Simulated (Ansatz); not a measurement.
```xyz
10

N     1.1384    0.0254    0.0375
C     0.2944    1.0976   -0.0211
C    -1.0293    0.7102    0.0185
C    -0.9851   -0.7159   -0.0497
C     0.3332   -1.1152    0.0498
H     2.1125   -0.0169    0.0448
H     0.7533    2.1018   -0.0448
H    -1.8509    1.3213   -0.0236
H    -1.8309   -1.4105   -0.0005
H     0.7660   -2.0659    0.0016
```

Basis set: def2-TZVP (spherical functions). Left uncorrelated: 5 orbitals. Charge 0, multiplicity 1.

Computed with Ansatz (development build ahead of 0.2.0); each method stands on the lowest determinant of its kind that the runs found. Restricted open shells among the atoms or ions are ROHF, correlated in semicanonical orbitals with singles. Restricted functionals stand beside restricted open-shell atoms, which can lie above the unrestricted atoms usual in DFT and then raise those values.

The atomization energy at this shape (free ground-state atoms in the same class of orbitals less the molecule, no zero-point energy) of singlet C₄H₅N:

```json
{"method": "RHF-MP2", "atomization energy": "45.76 eV"}
{"method": "RHF", "atomization energy": "33.49 eV"}
```

Problem. What does PBE0 (restricted) give?

Solution. 47.04 eV. Caution: the shape is not the minimum.
